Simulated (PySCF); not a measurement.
Excitation energy of Ge by level of theory

Ge [Ar] 3d10 4s2 4p2 (3P) → Ge [Ar] 3d10 4s2 4p1 4d1 (high-spin determinant), as a difference of total energies. Computed with PySCF 2.14 in aug-cc-pwCVTZ-PP with ECP10MDF, with a scalar-relativistic core potential. Correlated levels: valence: 3s2 3p6 3d10 frozen. The calculations carry no spin-orbit coupling.

```csv
method,excitation energy (eV)
UHF,6.552
MP2 (valence),6.638
SCS-MP2 (valence),6.613
CCSD (valence),6.382
CCSD(T) (valence),6.236
```

Q: How much does correlation contribute at CCSD(T) (valence)?

A: 6.236 − (6.552) = -0.316 eV, measured against UHF.

The promoted electron is Rydberg-like, and one or two diffuse shells describe it only roughly, which tends to raise the upper state.

The coupled-cluster amplitudes are large for the upper state (T1 above 0.03 or a double amplitude above 0.15), so a single reference is strained.

The determinant of the upper state mixes LS terms, which raises its energy above the lowest term, most at the Hartree-Fock and MP2 levels.
